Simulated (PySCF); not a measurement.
## Ions at one geometry of [Y(BH4)2]+

PySCF 2.14.0, RKS PBE0, Y def2-SVP with ECP28, B def2-SVP, H def2-SVP; non-relativistic Hamiltonian with scalar-relativistic core potentials where named; density fitting; no spin-orbit coupling; singlets restricted, open shells unrestricted. The geometry is relaxed for charge +1, singlet, vacuum:

```xyz
11

Y     0.0000   -0.0001   -0.3811
B     2.0358   -0.0313    0.7786
H     3.0338   -0.0400    1.4387
H     1.2189   -0.9658    1.0625
H     2.1953   -0.1216   -0.4709
H     1.3251    1.0151    0.9292
B    -2.0358    0.0314    0.7785
H    -3.0337    0.0401    1.4388
H    -1.2188    0.9657    1.0625
H    -2.1953    0.1217   -0.4709
H    -1.3252   -1.0152    0.9291
```

Energies count from the relaxed state; an electron taken off or put on is at rest in vacuum. Charges and spins are Mulliken's.

```csv
state,energy (eV),spin squared,charge on Y1 (e),spin on Y1 (e),dipole about the centre of mass (D)
"charge +1, singlet, vacuum",0.00,0.00,1.10,0.00,4.45
"charge +2, doublet, vacuum",16.22,0.76,1.27,0.00,0.50
```

Q: What does the state charge 0, doublet, vacuum give?

A: energy (eV) -6.19, spin squared 0.75, charge on Y1 (e) 0.38, spin on Y1 (e) 1.08, dipole about the centre of mass (D) 2.95.

With an electron taken off (doublet) the charges change, summed by element, by Y +0.17 e, B +0.14 e, H +0.70 e. The vertical ionisation energy is 16.22 eV, against −ε(HOMO) = 14.12 eV of the relaxed state. The level lies 2.1 eV too high, as is usual for semilocal functionals and global hybrids, which keep a self-interaction error.

With an electron put on (doublet) the charges change, summed by element, by Y -0.72 e, B +0.05 e, H -0.32 e. The vertical electron affinity is 6.19 eV, against −ε(LUMO) = 7.77 eV of the relaxed state.

Open shells may have lower solutions than those found.

A frequency check found unstable modes (1, the lowest at -44 cm⁻¹), so the relaxed geometry is probably a saddle point.
